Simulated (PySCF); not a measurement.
## Two-component Hartree-Fock for Lu⁵⁶⁺ (lutetium, charge +56)

Start: [Ne] 3s2 3p3; 3p1/2 filled at m_j = -1/2, +1/2; 3p3/2 filled at m_j = +3/2. Calculated with PySCF 2.14 in an even-tempered Gaussian basis (18 s from 16 bohr⁻², ratio 2.4; 14 p from 21 bohr⁻², ratio 2.4; 4 d from 74 bohr⁻², ratio 2.6; 4 f from 110 bohr⁻², ratio 2.6): generalised Hartree-Fock with the X2C-1e Hamiltonian and a Gaussian nucleus; one run each with spin-orbit coupling (SO) switched off, then screened by Boettger's factors.

| spinor shell | electrons | ε, spin-free (eV) | ε, screened SO (eV) | weight of nominal j (screened SO) | rms radius, screened SO (bohr) |
| --- | --- | --- | --- | --- | --- |
| 1s1/2 | 2 | -67942.7 | -67917.0 | 1.000 | 0.0219 |
| 2s1/2 | 2 | -15067.1 | -15056.3 | 1.000 | 0.0872 |
| 2p1/2 | 2 | -13770.5 | -14585.7 | 1.000 | 0.0741 |
| 2p3/2 | 4 | -13770.5 | -13425.2 | 1.000 | 0.0810 |
| 3s1/2 | 2 | -5994.2 | -5990.0 | 1.000 | 0.210 |
| 3p1/2 | 2 | -5632.8 | -5822.1 | 1.000 | 0.199 |
| 3p3/2 | 1 | -5632.8 | -5529.2 | 1.000 | 0.210 |

```json
{"quantity": "E (hartree)", "spin-free": "-11191.25361", "screened SO": "-11214.04237"}
{"quantity": "M_J", "spin-free": "3/2", "screened SO": "3/2"}
{"quantity": "⟨J²⟩", "spin-free": "3.750", "screened SO": "3.750"}
{"quantity": "⟨L²⟩", "spin-free": "0.000", "screened SO": "2.568"}
{"quantity": "⟨S²⟩", "spin-free": "3.750", "screened SO": "1.502"}
```

Each row is a mean over spinors that exchange with the open shell spreads, by up to 29.002 eV (3s1/2).

Breit and QED terms are absent; they matter most for the inner s and p1/2 levels.

Densities and radii are taken from the X2C orbitals without a picture-change correction, which distorts them close to the nucleus.

Without spin-orbit coupling the j labels of p, d and f shells carry no meaning; the spin-free column gives the mean over the occupied spinors of each nl shell.
